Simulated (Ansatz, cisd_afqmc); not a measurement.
System: AlH₂Cl, charge 0, singlet. AlH2Cl (SMILES [Cl][AlH2]).
B3LYP-D3(BJ)/def2-TZVP minimum from Ansatz (an electronic-structure program):
```xyz
4

Al    -0.0103    -0.3579    -1.0120
H     -1.4022    -0.4710    -1.7277
H      1.3676    -0.7287    -1.6648
Cl     0.0099     0.3442     0.9734
```
Charge 0, spin multiplicity 1.

Total energies in cc-pV(T+d)Z, 12 correlated electrons, 10 frozen orbitals. UHF or UKS for unpaired electrons; spin-orbit terms are left out. Correlated methods leave the cores frozen. No relativity. AFQMC/CISD: phaseless, guided by CISD from CCSD amplitudes; bars are statistical, one sigma. Outlying blocks are dropped, and bars are widened where a walk drifts. Over all cases where full CI ran beside it in this data, AFQMC minus full CI had a median of +0.1 mEh and passed +0.4 mEh in a tenth of the cases.

```json
[
 {"method": "HF", "program": "Ansatz", "energy (Eh)": "-702.67554", "minus CCSDT(Q) (mEh)": "314.52"},
 {"method": "MP2", "program": "Ansatz", "energy (Eh)": "-702.94627", "minus CCSDT(Q) (mEh)": "43.79"},
 {"method": "CCSD", "program": "Ansatz", "energy (Eh)": "-702.97832", "minus CCSDT(Q) (mEh)": "11.74"},
 {"method": "CCSD(T)", "program": "Ansatz", "energy (Eh)": "-702.98883", "minus CCSDT(Q) (mEh)": "1.23"},
 {"method": "CCSDT(Q)", "program": "Ansatz", "energy (Eh)": "-702.99006", "minus CCSDT(Q) (mEh)": "0.00"},
 {"method": "AFQMC/CISD", "program": "cisd_afqmc", "energy (Eh)": "-702.9889 ± 0.0004", "minus CCSDT(Q) (mEh)": "1.1 ± 0.4"}
]
```

Rough core times of Ansatz's runs on a shared machine: CCSD(T) under 20 s, CCSDT(Q) 5 min.
